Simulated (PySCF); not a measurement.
Zero-point energy (kcal/mol) of eight halogen compounds: PBE-D3(BJ) beside B3LYP-D3(BJ), computed with PySCF for isolated molecules in the bases named; differences from unrounded values. The eight are the first of their class met in an unordered collection, after screening for sound electronic states; none was chosen by its value. Each level has its own optimised geometry.

```
molecule                                                                              basis  B3LYP-D3(BJ)  PBE-D3(BJ)  difference
---------------------------------------------------------------------------------  --------  ------------  ----------  ----------
C5H4F2, SMILES FC1=C(F)CC=C1                                                       def2-SVP         48.32       46.95       -1.36
C4H4Cl2, SMILES CC(Cl)=C=CCl                                                       def2-SVP         41.54       40.39       -1.15
CH3ClSSe, SMILES S([Se]Cl)C                                                        def2-SVP         25.08         [?]         [?]
trans-(1R,2R)-1-chloro-2-methylcyclopropane (C4H7Cl), SMILES C1[C@@H](Cl)[C@@H]1C  def2-SVP         62.61       61.00       -1.61
(E)-3-chloropent-3-en-1-yne (C₅H₅Cl), SMILES C#C/C(Cl)=C\C                         def2-SVP         50.16       48.73       -1.43
(Z)-1,2-dibromo-1,2-difluoroethene (C2Br2F2), SMILES C(/Br)(F)=C(\F)Br             def2-SVP         10.82       10.47       -0.34
C₅H₃F, SMILES C#CC(F)C#C                                                           def2-SVP         36.50         [?]         [?]
C₄H₄ClF, SMILES CC(Cl)=C=CF                                                        def2-SVP         42.61         [?]         [?]
```

Q: Fill in the missing entries. (The exact figures need the calculation; the answer reports its results.)

A: 
- CH3ClSSe, SMILES S([Se]Cl)C, PBE-D3(BJ): 24.40
- CH3ClSSe, SMILES S([Se]Cl)C, difference: -0.68
- C₄H₄ClF, SMILES CC(Cl)=C=CF, PBE-D3(BJ): 41.39
- C₄H₄ClF, SMILES CC(Cl)=C=CF, difference: -1.22
- C₅H₃F, SMILES C#CC(F)C#C, PBE-D3(BJ): 35.25
- C₅H₃F, SMILES C#CC(F)C#C, difference: -1.25

PBE-D3(BJ) lies below B3LYP-D3(BJ) in 8 and above it in 0 of the eight; the mean signed difference is -1.13 and the largest -1.61 kcal/mol.
